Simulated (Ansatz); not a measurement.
Molecule: sum formula FeBrCl, charge 0, multiplicity 5. The spin state was set by rule; other spins were not relaxed. SMILES: [Cl][Fe][Br]
Geometry from a B3LYP-D3(BJ)/def2-TZVP (Ansatz, a first-principles code) optimisation:
```xyz
3

Fe     0.0000     0.0000    -0.5612
Cl     0.0000     0.0000    -2.7056
Br     0.0000     0.0000     1.7310
```
Charge 0, spin multiplicity 5.

Parts of the frozen-core correlation energy in def2-SVP (Ansatz, hartree). Frozen orbitals: 28; correlated occupied orbitals by spin: 13 and 9; virtual: 40 and 44. UHF or UKS for open shells. Spin-orbit coupling is left out. Non-relativistic.

| term | value |
|---|---|
| reference (HF) | -4293.87618 |
| MP2 opposite-spin | … |
| MP2 same-spin | -0.12442 |
| CCSD correlation | … |
| (T) | … |
| T1 diagnostic | 0.020 |
| largest doubles amplitude | 0.034 |
| <S^2> of the reference | 6.015 |

Problem. Fill in the missing entries.

Solution. 
- MP2 opposite-spin, value: -0.23775
- CCSD correlation, value: -0.39302
- (T), value: -0.00854
